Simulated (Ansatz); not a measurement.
A made-up structure of SiHSeO (charge -1), closed shell:

```
4
angstrom
O -0.6787 0.6344 1.0000
Si -1.0283 -0.5564 -0.0270
Se 0.5214 -0.6240 -0.9072
H 1.1856 0.5460 -0.0659
```

It is relaxed with PBE-D4/def2-SVPD and then PBE0-D4/def2-TZVPD (Ansatz 0.2.0). Atoms count as bonded within 1.22 times the sum of their covalent radii (H–H: 0.88 Å). The end point is not checked to be a true minimum.

Task: Does its bonding change? (A judgement: the text doesn't fix the answer.)

Result: The calculation gives: No: no bond forms or breaks.

Where it ends: The first stage lowers the energy by 4.45 eV in 9 steps. It ends as SiHSeO ([O][Si][SeH]), total charge -1:
O1  (-1.102, 0.656, 1.244)
Si2  (-1.284, -0.468, 0.197)
Se3  (0.883, -0.635, -1.108)
H4  (1.503, 0.447, -0.333)
(Å)

Labels in which every atom is bracketed show which atoms are joined, not bond orders.

For scale, one of the runs: PBE0-D4/def2-TZVPD relaxation, 149 basis functions, launched by `ansatz run in.yaml --threads 2 --pin off --events-out ev --progress --plain --max-ram 4352MiB`. The run took about 28 s on 2 CPU threads of an Arm Neoverse V1 (shared host).
